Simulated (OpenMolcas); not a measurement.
Ni3+ (d7) among equal point charges was computed by CASSCF with the d shell active (OpenMolcas, ANO-RCC-VTZP on the metal). Its lowest spin-free states, and all those of the highest spin:

```json
{"2S+1": "4", "Degeneracy": "2", "E (cm-1)": "0.0"}
{"2S+1": "4", "Degeneracy": "1", "E (cm-1)": "210.3"}
{"2S+1": "4", "Degeneracy": "2", "E (cm-1)": "6337"}
{"2S+1": "4", "Degeneracy": "1", "E (cm-1)": "7168"}
{"2S+1": "4", "Degeneracy": "1", "E (cm-1)": "14333"}
{"2S+1": "2", "Degeneracy": "2", "E (cm-1)": "19186"}
{"2S+1": "2", "Degeneracy": "2", "E (cm-1)": "23642"}
{"2S+1": "2", "Degeneracy": "1", "E (cm-1)": "23855"}
{"2S+1": "2", "Degeneracy": "2", "E (cm-1)": "24228"}
{"2S+1": "2", "Degeneracy": "1", "E (cm-1)": "24449"}
{"2S+1": "4", "Degeneracy": "2", "E (cm-1)": "26132"}
{"2S+1": "2", "Degeneracy": "1", "E (cm-1)": "27747"}
{"2S+1": "4", "Degeneracy": "1", "E (cm-1)": "28484"}
```

Problem. Is the site octahedral, tetrahedral or cube-like, axial, or of lower symmetry?

Solution. The states with 2S+1 = 4 have orbital degeneracies 2, 1, 2, 1, 1, 2, 1. There are pairs but no triples, so the site is axial: not cubic, but with a proper or improper axis of order three or more. The run had Ni3+ among 6 point charges of -2 e arranged as a trigonal antiprism (D3d), 1.57 Å from the ion, with a polar angle of 56.4° against the regular 54.74°. The active orbitals were held to one l.

An orbital doublet at a regular site is open to a Jahn-Teller distortion, which this geometry leaves out. Without dynamic correlation the repulsion within the d shell is too large (B by tens of per cent), so at a given field states of lower spin stand too high. Point charges give a weaker field than real ligands, and real ions of this kind are often low spin; the high spin found here belongs to the model. Point charges carry no covalency, so the field is a model and not that of real ligands. No measured value stands beside these numbers.
